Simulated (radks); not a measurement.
Results of a calculation; reference values are marked as such.
Spherical quantum dot in the effective-mass picture: electrons in a hard-walled sphere of radius 8.63, all in effective atomic units (hartree* = m*/eps^2 hartree, bohr* = eps/m* bohr), one dielectric constant everywhere. Level of theory: non-relativistic Kohn-Sham, LDA (Slater exchange, Perdew-Wang correlation), spin-polarised, spherical densities (a radial shooting solver with Libxc functionals). Levels are named by radial order and angular momentum (1s, 1p, 1d, 2s, ...), and open shells are averaged over m.

N = 5, configuration 1s2 1p(up 3, down 0). This is the lowest configuration that the search found. Occupied and some empty levels:

level    occupation  eigenvalue (hartree*)  <r> (bohr*)
1s up             1                0.72668        5.453
1s down           1                0.75699        5.423
1p up             3                0.76758        5.748
1p down           0                0.79863        5.751
1d up             0                0.83523        5.994
1d down           0                0.86630        6.007
1f up             0                0.92545        6.197
1f down           0                0.95613        6.213
2s up             0                0.96495        4.001
2s down           0                0.98404        3.971

Energy (hartree*): total 1.97718, kinetic 0.64536, external 0, Hartree 2.0186, exchange-correlation -0.68676.
